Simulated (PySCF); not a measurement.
Job for PySCF: D3(BJ) and D4 dispersion corrections on C2H6N2O (a complex), monomers drawn apart or pushed together.

```python
from pyscf import gto
from pyscf.dispersion import dftd3, dftd4

mol = gto.M(
    atom='''
    N     1.14415365    0.98749963   -0.19306015
    N     0.77129285    0.24647173    0.51469045
    C    -1.47668319    0.40276866    4.05703774
    C    -0.02176531    0.04002708    4.30571270
    O     0.32941729   -1.23114664    3.77070964
    H    -1.72193865    1.36008626    4.52345588
    H    -2.13673996   -0.36286418    4.46741883
    H    -1.68090365    0.49065025    2.98674158
    H     0.63752212    0.82199359    3.90698087
    H     0.17377048   -0.03160066    5.37666113
    H     0.22856343   -1.19221906    2.81352924
    ''',
    basis='def2-svp',
    charge=0, spin=0, verbose=0, max_memory=1800)
d3, d4 = {}, {}
for xc in ['hf', 'pbe', 'blyp', 'revpbe', 'tpss', 'r2scan', 'b3lyp', 'pbe0', 'bhlyp', 'camb3lyp', 'b2plyp']:
    d3[xc] = float(dftd3.DFTD3Dispersion(mol, xc=xc, version='d3bj', atm=False).get_dispersion()['energy'])
    print(f'D3(BJ) {xc:10s} {d3[xc]:14.8f} Eh')
for xc in ['hf', 'pbe', 'blyp', 'revpbe', 'tpss', 'r2scan', 'b3lyp', 'pbe0', 'bhlyp', 'camb3lyp', 'b2plyp']:
    d4[xc] = float(dftd4.DFTD4Dispersion(mol, xc={'camb3lyp': 'cam-b3lyp'}.get(xc, xc), atm=True).get_dispersion()['energy'])
    print(f'D4     {xc:10s} {d4[xc]:14.8f} Eh')
```

Output:

```
D3(BJ) hf            -0.04519290 Eh
D3(BJ) pbe           -0.00568074 Eh
D3(BJ) blyp          -0.01133577 Eh
D3(BJ) revpbe        -0.01465143 Eh
D3(BJ) tpss          -0.00693764 Eh
D3(BJ) r2scan        -0.00168762 Eh
D3(BJ) b3lyp         -0.00919956 Eh
D3(BJ) pbe0          -0.00477036 Eh
D3(BJ) bhlyp         -0.00686417 Eh
D3(BJ) camb3lyp      -0.00408760 Eh
D3(BJ) b2plyp        -0.00407574 Eh
D4     hf            -0.01760851 Eh
D4     pbe           -0.00464244 Eh
D4     blyp          -0.01021434 Eh
D4     revpbe        -0.01639468 Eh
D4     tpss          -0.00623530 Eh
D4     r2scan        -0.00132700 Eh
D4     b3lyp         -0.00723900 Eh
D4     pbe0          -0.00392163 Eh
D4     bhlyp         -0.00488050 Eh
D4     camb3lyp      -0.00389905 Eh
D4     b2plyp        -0.00325595 Eh
```

The run finished.

Cost: around 0.05 core-seconds (rough).
